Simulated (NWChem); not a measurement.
All runs are NWChem calculations. System: C2H4NO (-1), charge -1, spin multiplicity 1, at a geometry optimised with PBE0/def2-SVP. The structure started from a generated list of species. Level: G0W0@PBE0/def2-TZVPD, RI basis def2-tzvpd-rifit.

Part of the output:

```
             Northwest Computational Chemistry Package (NWChem) 7.3.0
             --------------------------------------------------------

                                NWChem Input Module
                                -------------------

 Scaling coordinates for geometry "geometry" by  1.889725989
 (inverse scale =  0.529177249)

                             Geometry "geometry" -> ""
                             -------------------------

 Output coordinates in angstroms (scale by  1.889725989 to convert to a.u.)

  No.       Tag          Charge          X              Y              Z
 ---- ---------------- ---------- -------------- -------------- --------------
    1 C                    6.0000    -0.10197600     1.40823000    -0.11656300
    2 N                    7.0000    -0.86385200     0.20517300    -0.28243900
    3 C                    6.0000    -0.17074700    -0.87818600    -0.00310700
    4 O                    8.0000     1.01235800    -1.01512800     0.37873400
    5 H                    1.0000    -0.63273000     2.27522000    -0.56286100
    6 H                    1.0000     0.09103700     1.68106200     0.95057400
    7 H                    1.0000     0.91635400     1.36714300    -0.56896900
    8 H                    1.0000    -0.79022400    -1.81887700    -0.15352100

 Effective nuclear repulsion energy (a.u.)     113.4001907736

            Nuclear Dipole moment (a.u.)
            ----------------------------
        X                 Y               Z
 ---------------- ---------------- ----------------
    -0.0000018897    -0.0000018897     0.0000037795


 Summary of "ao basis" -> "" (spherical)
 ------------------------------------------------------------------------------
       Tag                 Description            Shells   Functions and Types
 ---------------- ------------------------------  ------  ---------------------
 *                         def2-tzvpd                 on all atoms

 new library libraries.bse/

 Summary of "ri basis" -> "" (spherical)
 ------------------------------------------------------------------------------
       Tag                 Description            Shells   Functions and Types
 ---------------- ------------------------------  ------  ---------------------
 *                      def2-tzvpd-rifit              on all atoms

                                 NWChem DFT Module
                                 -----------------

 Summary of "ao basis" -> "ao basis" (spherical)
 ------------------------------------------------------------------------------
       Tag                 Description            Shells   Functions and Types
 ---------------- ------------------------------  ------  ---------------------
 C                         def2-tzvpd               13       37   6s3p3d1f
 N                         def2-tzvpd               13       37   6s3p3d1f
 O                         def2-tzvpd               14       40   6s4p3d1f
 H                         def2-tzvpd                5        9   3s2p

 Summary of "ao basis" -> "ao basis" (spherical)
 ------------------------------------------------------------------------------
       Tag                 Description            Shells   Functions and Types
 ---------------- ------------------------------  ------  ---------------------
 C                         def2-tzvpd               13       37   6s3p3d1f
 N                         def2-tzvpd               13       37   6s3p3d1f
 O                         def2-tzvpd               14       40   6s4p3d1f
 H                         def2-tzvpd                5        9   3s2p

            General Information
            -------------------
          SCF calculation type: DFT
          Wavefunction type:  closed shell.
          No. of atoms     :     8
          No. of electrons :    32
           Alpha electrons :    16
            Beta electrons :    16
          Charge           :    -1
          Spin multiplicity:     1
          Use of symmetry is: off; symmetry adaption is: off
          Maximum number of iterations: 100
          This is a Direct SCF calculation.
          AO basis - number of functions:   187
                     number of shells:    73
[...]
   Bfn.  Coefficient  Atom+Function         Bfn.  Coefficient  Atom+Function
  ----- ------------  ---------------      ----- ------------  ---------------
    43      0.394629  2 N  s                 42      0.363433  2 N  s
    79     -0.343012  3 C  s                 44     -0.265738  2 N  px
    47     -0.218232  2 N  px                41      0.206956  2 N  s
    13      0.162463  1 C  px               180     -0.151863  8 H  s
   118     -0.149189  4 O  px               119     -0.149521  4 O  py

 Vector   15  Occ=2.000000D+00  E=-4.215657D-02
              MO Center=  3.1D-01, -7.1D-01,  1.4D-01, r^2= 2.4D+00
   Bfn.  Coefficient  Atom+Function         Bfn.  Coefficient  Atom+Function
  ----- ------------  ---------------      ----- ------------  ---------------
   119      0.383739  4 O  py                88     -0.322808  3 C  py
   122      0.322113  4 O  py               181     -0.281562  8 H  s
    43      0.271667  2 N  s                125      0.262109  4 O  py
    42      0.221014  2 N  s                 44     -0.206130  2 N  px
    47     -0.170774  2 N  px               180      0.127487  8 H  s

 Vector   16  Occ=2.000000D+00  E=-2.353405D-02
              MO Center= -1.1D-01, -1.1D-01, -1.2D-02, r^2= 2.5D+00
   Bfn.  Coefficient  Atom+Function         Bfn.  Coefficient  Atom+Function
  ----- ------------  ---------------      ----- ------------  ---------------
    46      0.309613  2 N  pz               163      0.292870  6 H  s
    49      0.278287  2 N  pz                15     -0.272005  1 C  pz
   120     -0.256527  4 O  pz               172     -0.254325  7 H  s
   123     -0.219671  4 O  pz                52      0.175572  2 N  pz
   126     -0.163574  4 O  pz                13      0.125133  1 C  px

 Vector   17  Occ=0.000000D+00  E= 1.555392D-01
              MO Center=  4.2D-01,  1.7D+00,  1.7D-02, r^2= 1.3D+01
   Bfn.  Coefficient  Atom+Function         Bfn.  Coefficient  Atom+Function
  ----- ------------  ---------------      ----- ------------  ---------------
     5      6.630744  1 C  s                117     -5.147037  4 O  s
   154     -4.843126  5 H  s                 43     -4.817051  2 N  s
     6      4.113521  1 C  s                 80      3.545922  3 C  s
   181      2.279660  8 H  s                104      1.452819  3 C  d  2
    13     -1.199450  1 C  px               127      1.069952  4 O  px

 Vector   18  Occ=0.000000D+00  E= 1.821015D-01
              MO Center= -3.1D-02, -1.3D+00,  6.6D-02, r^2= 1.5D+01
   Bfn.  Coefficient  Atom+Function         Bfn.  Coefficient  Atom+Function
  ----- ------------  ---------------      ----- ------------  ---------------
    80      5.920526  3 C  s                117     -4.752748  4 O  s
   154      4.236255  5 H  s                 79      3.896066  3 C  s
   181     -3.535363  8 H  s                  6     -2.157961  1 C  s
     5     -2.122434  1 C  s                127      1.198476  4 O  px
    87      1.117995  3 C  px               116     -1.122946  4 O  s

 Vector   19  Occ=0.000000D+00  E= 2.025204D-01
              MO Center=  8.1D-01, -2.9D-01,  2.0D-01, r^2= 1.4D+01
   Bfn.  Coefficient  Atom+Function         Bfn.  Coefficient  Atom+Function
  ----- ------------  ---------------      ----- ------------  ---------------
   181      9.033067  8 H  s                154      5.984770  5 H  s
   117     -4.183737  4 O  s                 88      3.549367  3 C  py
    43     -3.525761  2 N  s                 79     -3.150441  3 C  s
    14     -2.535779  1 C  py                87      2.369849  3 C  px
   127      1.985559  4 O  px                80      1.760890  3 C  s

 center of mass
 --------------
 x =   0.01317270 y =  -0.11304401 z =   0.01072584

 moments of inertia (a.u.)
 ------------------
         244.089122805524          62.152938810273         -34.778178712046
          62.152938810273         122.681113480820          32.357232862842
         -34.778178712046          32.357232862842         329.969664301397

     Multipole analysis of the density
     ---------------------------------

     L   x y z        total         alpha         beta         nuclear
     -   - - -        -----         -----         ----         -------
     0   0 0 0     -1.000000    -16.000000    -16.000000     31.000000

     1   1 0 0     -0.074614     -0.037306     -0.037306     -0.000002
     1   0 1 0      0.637710      0.318856      0.318856     -0.000002
     1   0 0 1     -0.068261     -0.034132     -0.034132      0.000004

     2   2 0 0    -27.011450    -41.239944    -41.239944     55.468439
     2   1 1 0      2.683993     15.662785     15.662785    -28.641577
     2   1 0 1     -2.070830     -9.770831     -9.770831     17.470832
     2   0 2 0    -24.391295    -80.482385    -80.482385    136.573476
     2   0 1 1      0.999106      8.768618      8.768618    -16.538130
     2   0 0 2    -21.677452    -16.829535    -16.829535     11.981619

 Task  times  cpu:      129.2s     wall:      129.2s

                                NWChem Input Module
                                -------------------

                                 NWChem GW Module
                                 ----------------

                             ***********************
                             ***        GW       ***
                             ***********************

 Summary of "ri basis" -> "ri basis" (spherical)
 ------------------------------------------------------------------------------
       Tag                 Description            Shells   Functions and Types
 ---------------- ------------------------------  ------  ---------------------
 C                      def2-tzvpd-rifit            26       92   9s7p5d4f1g
 N                      def2-tzvpd-rifit            26       92   9s7p5d4f1g
 O                      def2-tzvpd-rifit            26       92   9s7p5d4f1g
 H                      def2-tzvpd-rifit            10       24   5s3p2d

                 Memory Information
                 ------------------
          Available GA per process is          1699.7 MBs
          Available stack per process is        700.0 MBs
          Available heap per process is           0.0 MBs

          Peak memory in Initialization
              Peak GA per process is                 13.9 MBs
              Peak stack per process is               0.4 MBs
              Peak heap per process is               14.3 MBs
              Memory not in MA per process            0.0 MBs

          Peak memory in CDGW Calculation
              Peak GA per process is                 17.4 MBs
              Peak stack per process is               3.3 MBs
              Peak heap per process is                3.8 MBs
              Memory not in MA per process            0.0 MBs

          Computing 2-center integrals
          Computing Inverse Cholesky factor
          Computing 3-center integrals
          Computing Vxc

          Computing Sigma_x
          Computing W(iw) on the imaginary grid
          Solving quasiparticle equations

                  Alpha Orbitals
          State     Energy (eV)     Error (eV)
          -----------------------------------
@GW        13         -6.175           0.005
@GW        14         -3.718           0.004
@GW        15         -3.009           0.004
@GW        16         -2.492           0.005
@GW        17          5.218           0.002
@GW        18          5.888           0.002

     GW Timing Statistics
   ------------------------
   Init.   :          0.3s
     ERIs  :          7.5s
     Distr.:          0.1s
     Vxc   :         18.2s
   Vmo     :          0.0s
   iW      :          9.5s
   I_n     :          0.0s
   R_n     :          1.2s
   GW total:         36.7s

 Task  times  cpu:       36.7s     wall:       36.7s

 Total times  cpu:      166.0s     wall:      166.0s
```

Q: Write an NWChem input that would produce this output.

A: This is not unique; one that fits is 
```
start mol
memory heap 200 mb stack 700 mb global 1700 mb
charge -1
geometry units angstroms nocenter noautoz noautosym
  C     -0.101976     1.408230    -0.116563
  N     -0.863852     0.205173    -0.282439
  C     -0.170747    -0.878186    -0.003107
  O      1.012358    -1.015128     0.378734
  H     -0.632730     2.275220    -0.562861
  H      0.091037     1.681062     0.950574
  H      0.916354     1.367143    -0.568969
  H     -0.790224    -1.818877    -0.153521
end
basis spherical
  * library def2-tzvpd
end
basis "ri basis" bse spherical
  * library def2-tzvpd-rifit
end
dft
  xc pbe0
  iterations 100
  direct
  tolerances tight
end
task dft energy
gw
  method cdgw
  states alpha occ 4 vir 2
end
task dft gw
```
